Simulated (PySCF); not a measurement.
Vertical excitations of a molecule C3H4BNO2 from TDDFT-PBE0/def2-SVPD (PySCF), as energy in eV (oscillator strength): 2.92 (0.000), 4.08 (0.000), 5.27 (0.000), 5.62 (0.000), 6.14 (0.000), 6.48 (0.000), 6.51 (0.304), 7.06 (0.002), 7.16 (0.013), 7.39 (0.033). Lowest triplet (TDA): 2.44 eV. Geometry optimised at PBE0-D3(BJ)/def2-SVP. Other conformers were not sampled.

Question: Which structure fits?
(A) C=C=C1NB(O)O1
(B) C=CB(O)N=C=O
(C) O=C1CB(O)C=N1
(D) N#CCB(O)C=O

Answer: C, O=C1CB(O)C=N1
